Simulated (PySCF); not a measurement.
# [Ce(H2O)8]4+ at several levels of theory

Computed with PySCF 2.14.0 (density fitting, no spin-orbit coupling) at the geometry relaxed with PBE0:

```xyz
25
[Ce(H2O)8]4+ (singlet; a saddle point, relaxed within its symmetry)
Ce    0.0000    0.0000    0.0000
O     2.0717    0.0000    1.2318
H     2.2450    0.0000    2.1976
H     2.9698   -0.0001    0.8386
O     0.0000    2.0717    1.2318
H     0.0000    2.2450    2.1976
H     0.0001    2.9698    0.8386
O    -2.0717    0.0000    1.2318
H    -2.2450    0.0000    2.1976
H    -2.9698    0.0001    0.8386
O     0.0000   -2.0717    1.2318
H     0.0000   -2.2450    2.1976
H    -0.0001   -2.9698    0.8386
O     1.4649    1.4649   -1.2318
H     2.1000    2.0999   -0.8386
H     1.5875    1.5874   -2.1976
O    -1.4649    1.4649   -1.2318
H    -2.0999    2.1000   -0.8386
H    -1.5874    1.5875   -2.1976
O    -1.4649   -1.4649   -1.2318
H    -2.1000   -2.0999   -0.8386
H    -1.5875   -1.5874   -2.1976
O     1.4649   -1.4649   -1.2318
H     2.0999   -2.1000   -0.8386
H     1.5874   -1.5875   -2.1976
```

```tsv
level	basis	state	HOMO (eV)	gap (eV)	charge on Ce1 (e)	population of f-type functions on Ce1 (polarisation alone where 4f lies in the core)	dipole about the centre of mass (D)	largest force component (eV/Å)
PBE0	Ce lcecp-2-SVP with ECP46, O def2-SVP, H def2-SVP	singlet	–	–	1.64	0.13	0.00	0.01
HF	the same	singlet	–	–	2.40	0.11	0.00	1.16
wB97X	the same	singlet	–	–	1.61	0.14	0.00	0.03
TPSSh	the same	singlet	–	–	1.56	0.13	0.00	0.25
```

In the lcecp rows the 4f levels are missing from HOMO and gap, and the state counts the valence alone.

Charges are Mulliken's, which hang on the basis. The relaxation used the grid (50, 194), these runs (75, 302) or, all-electron (x2c bases, spin-free X2C Hamiltonian), (99, 590).

(1) What does PBE with Ce lcecp-2-SVP with ECP46, O def2-SVP, H def2-SVP give here?

Results:

(1) state singlet, charge on Ce1 (e) 1.31, population of f-type functions on Ce1 (polarisation alone where 4f lies in the core) 0.14, dipole about the centre of mass (D) 0.00, largest force component (eV/Å) 0.47. Time: 42 s on 4 threads of Arm Neoverse V2, with other jobs on the host, from an already converged density.
